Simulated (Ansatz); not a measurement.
Consider the formal exchange of groups at a B–C bond: `C=NBC` + SiH₄ → `C=NB[SiH3]` + CH₄.

Isolated molecules relaxed with PBE0-D4/def2-TZVP in Ansatz; ΔE leaves out vibrations. CCSD(T)/CBS is the MP2 limit (def2-TZVPP, def2-QZVPP) plus CCSD(T) − MP2 in def2-TZVPP, frozen cores. This one scheme is used for every species. DFT in def2-TZVPP. B3LYP here is the variant with VWN-RPA as its local correlation; programs differ in this. HSE06 is defined as in plane-wave codes. Each species was taken in one conformer, which may not be the lowest.

```tsv
level	ΔE (kcal/mol)	difference from CCSD(T)/CBS
LDA (SPW92)	-1.8	-1.7
PBE-D4	-2.7	-2.6
revPBE-D4	-2.5	-2.4
BLYP-D4	-1.6	-1.5
r2SCAN-D4	-1.5	-1.4
B3LYP-D4	-0.6	-0.5
r2SCANh-D4	-1.1	-1.0
r2SCAN0-D4	-0.5	-0.4
HSE06-D4	-1.5	-1.4
BHLYP-D4	0.8	0.9
CAM-B3LYP-D4	0.7	0.8
ωB97X-V	0.5	0.6
ωB97M-V	1.0	1.1
B2PLYP	0.3	0.4
PBE-QIDH	0.1	0.2
PBE	-2.4	-2.3
revPBE	-2.5	-2.4
BLYP	-1.1	-1.0
PBE0	-1.1	-1.0
B3LYP	-0.1	0.0
r2SCANh	-1.0	-0.9
r2SCAN0	-0.4	-0.3
HSE06	-1.2	-1.1
BHLYP	1.5	1.6
CAM-B3LYP	1.0	1.1
LC-ωPBE	0.2	0.3
RPA@PBE/def2-TZVPP	0.4	0.5
HF/def2-SVP	4.1	4.2
CCSD/def2-SVP	1.2	1.3
CCSD(T)/def2-SVP	0.7	0.8
HF/def2-TZVPP	3.6	3.7
MP2/def2-TZVPP	0.9	1.0
SCS-MP2/def2-TZVPP	1.4	1.5
CCSD/def2-TZVPP	0.8	0.9
CCSD(T)/def2-TZVPP	0.1	0.2
HF/def2-QZVPP	3.7	3.8
MP2/def2-QZVPP	0.8	0.9
SCS-MP2/def2-QZVPP	1.3	1.4
HF/CBS(def2)	3.7	3.8
CCSD/CBS(def2)	0.6	0.7
CCSD(T)/CBS	-0.1	0
```

Largest T1 diagnostic among the species: 0.017.

From BLYP to BHLYP (50 % exact exchange), in def2-TZVPP and without D4, ΔE moves by +2.5 kcal/mol. At CCSD(T), def2-SVP lies +0.8 kcal/mol from the extrapolated value and def2-TZVPP +0.2 kcal/mol.
